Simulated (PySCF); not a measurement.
# Diatomic cations of Sn with the fourth-period p block

CCSD(T) with double-zeta basis sets in PySCF, for the lowest determinant that a PBE0 search found; no spin–orbit coupling. De refers to high-spin ground-configuration atoms (the charge goes to the atom of lower measured ionisation energy or higher electron affinity, which is not always the lowest computed limit).

```tsv
M	basis	reference, frozen orbitals	charged atom	state (unpaired electrons)	Re (Å)	ωe (cm⁻¹)	De (eV)
Ga	cc-pVDZ-PP	UHF, 8	Ga+	triplet (σ ↑, π ↑)	3.122	103	0.91
Ge	cc-pVDZ-PP	UHF, 8	Sn+	quartet (σ ↑, π ↑↑)	2.631	209	2.33
Se	aug-cc-pVDZ-PP	UHF, 8	Sn+	doublet (π ↑)	2.535	252	2.64
Br	def2-SVP	RHF, 13	Sn+	singlet (closed shell)	2.437	298	3.47
```

The shortest bond is that of SnBr⁺ (2.437 Å), the longest that of GaSn⁺ (3.122 Å). SnBr⁺ is bound most strongly (3.47 eV) and GaSn⁺ least (0.91 eV).

The rows differ in basis set, which adds steps of its own.

The state changes along the series, so neighbouring rows are not always alike in their bonding.

Correlated steps freeze the inner cores (8 to 13 orbitals); shallow outer-core shells are correlated. Correlated levels converge slowly with the basis: in double zeta they bind strong bonds too weakly, by up to about 1 eV, and carry superposition errors of some tenths. Spin–orbit coupling is left out, which matters for elements this heavy, above all for dissociation energies. For an ion De counts to the pair picked by the measured ionisation energies or electron affinities, which need not be the lowest pair at this level. Where the molecule has an RHF reference, its open-shell atoms are computed with UHF. States were picked by a PBE0 search and need not be the measured ground states.
